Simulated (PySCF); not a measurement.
C2H6N, charge +1. Atoms are numbered in the order given.

```xyz
9

C     -0.2322    -1.2380     0.0000
N      0.4102    -0.1306     0.0000
C     -0.1693     1.2142     0.0000
H     -1.3247    -1.2271     0.0000
H      0.3183    -2.1811     0.0000
H      1.4374    -0.1720     0.0000
H      0.1842     1.7466     0.8939
H     -1.2617     1.1438     0.0000
H      0.1842     1.7466    -0.8939
```
Charge +1, spin multiplicity 1.

Coordinates come from a PBE-D3(BJ)/def2-TZVP optimisation. The isomer is the one that the SMILES or the coordinates give; other isomers of the formula were not compared.

Computed with KT2/pcSseg-1 run with PySCF.

GIAO shieldings, no solvent; atoms listed in one row are averaged. δ = σ(ref) − σ: ¹³C against TMS (σ = 185.1 ppm); ¹⁵N against NH3 (σ = 266.2 ppm); ¹H against TMS (σ = 31.47 ppm), references at their B3LYP-D3(BJ)/def2-TZVP geometries, non-relativistic.

```
nucleus       atoms  count  δ (ppm)
-------  ----------  -----  -------
¹³C              C1      1    172.9
¹³C              C3      1     51.0
¹⁵N              N2      1    241.4
¹H               H6      1     9.38
¹H               H4      1     8.35
¹H               H5      1     8.16
¹H       H7, H8, H9      3     4.49
```
